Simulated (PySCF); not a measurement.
MCu for M along the chalcogens

PBE0 with triple-zeta basis sets in PySCF, for the lowest determinant that a PBE0 search found; no spin–orbit coupling. De refers to high-spin ground-configuration atoms. A positive dipole means M(−)Cu(+).

| M | basis | state (unpaired electrons) | Re (Å) | ωe (cm⁻¹) | De (eV) | μ (D) |
| --- | --- | --- | --- | --- | --- | --- |
| O | def2-TZVPP | doublet (π ↑) | 1.756 | 599 | 2.61 | 4.72 |
| S | def2-TZVPP | doublet (π ↑) | 2.084 | 394 | 2.76 | 4.32 |
| Se | x2c-TZVPPall | doublet (π ↑) | 2.180 | 299 | 2.60 | 3.71 |

The shortest bond is that of CuO (1.756 Å), the longest that of CuSe (2.180 Å).

The rows differ in basis set, which adds steps of its own.

Down a group the atoms grow and get heavier, so bonds lengthen and wavenumbers fall; this series shows no clear exception.

Spin–orbit coupling is left out. The state is the lowest single determinant that the PBE0 search found; with open d or f shells the true ground state can be another one.
